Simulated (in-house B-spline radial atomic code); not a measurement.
## Gd7+: [Kr] 4d10 (4f5/2)5 (4f7/2)1 5s2 (5p1/2)2 (5p3/2)1 (an excited or competing configuration)

Method: Dirac-Hartree-Fock, average of the jj configuration, Fermi nucleus of rms radius 5.1569 fm. Calculated with a radial B-spline atomic code at the basis-set limit.

Effective charges: Z_r = [3n² - l(l+1)]/(2<r>) from the radius, Z_e = n√(-2ε) from the energy, and Slater's rules. Values are occupation-weighted means over j. An effective charge above Z reflects the relativistic contraction of the inner shells.

```
shell  electrons   ε (eV)  <r> (bohr)    Z_r    Z_e  Slater
   1s          2   -50644      0.0219  68.48  61.01   63.70
   2s          2  -8564.2     0.09266  64.75  50.18   59.85
   2p          6  -7651.8     0.08208  60.92  47.43   59.85
   3s          2  -2027.7      0.2431  55.53  36.62   52.75
   3p          6  -1736.3      0.2417  51.72  33.89   52.75
   3d         10  -1338.6      0.2208  47.55  29.76   42.85
   4s          2   -510.9      0.5517  43.50  24.51   36.25
   4p          6  -411.21      0.5828  39.46  21.99   36.25
   4d         10  -267.31      0.6317  33.24  17.73   24.85
   5s          2  -146.07       1.258  29.80  16.38   14.20
   5p          3  -121.11       1.372  26.60  14.92   14.20
   4f          6     -118      0.7522  23.93  11.78   16.25
```

The least bound orbital is 4f7/2 at -115.2 eV, while the most diffuse is 5p3/2 (<r> = 1.413 bohr against 0.7594 bohr): energy order and size order differ.

For the 1s electron the small component carries 5.69 % of the norm, the zero-frequency Breit interaction raises the level by 150.9 eV, self-energy by 90.3 eV, and vacuum polarisation lowers it by 14.72 eV.
